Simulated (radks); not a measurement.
Problem. The mean radii <r> (bohr) of the occupied orbitals of an atom or ion are listed with their occupations. Calculated with a radial shooting solver on a logarithmic mesh with Libxc functionals: Dirac Kohn-Sham, PBEsol, spin-unpolarised, spherical densities, finite nucleus; Fermi nuclear charge, rms radius of each element as measured or else 0.836 A^(1/3) + 0.57 fm.

| orbital | occ. | <r> |
|---|---|---|
| 1s1/2 | 2 | 0.06964 |
| 2s1/2 | 2 | 0.3251 |
| 2p1/2 | 2 | 0.2883 |
| 2p3/2 | 4 | 0.2910 |
| 3s1/2 | 2 | 1.008 |
| 3p1/2 | 2 | 1.081 |
| 3p3/2 | 4 | 1.090 |
| 4s1/2 | 2 | 3.502 |
| 3d3/2 | 2 | 1.615 |

Name the element and its charge. Open shells, if any, fill j = l - 1/2 first.

Solution. Z = 22, titanium, charge 0: Ti in [Ar] 3d2 4s2. The 1s radius gives Z: for a bare nucleus <r> = (2 gamma + 1)/(2Z) with gamma = sqrt(1 - (Z/c)^2), 0.06759 bohr for Z = 22, and screening makes it slightly larger (0.06964 here). The occupations add up to 22, and the charge is Z minus that.
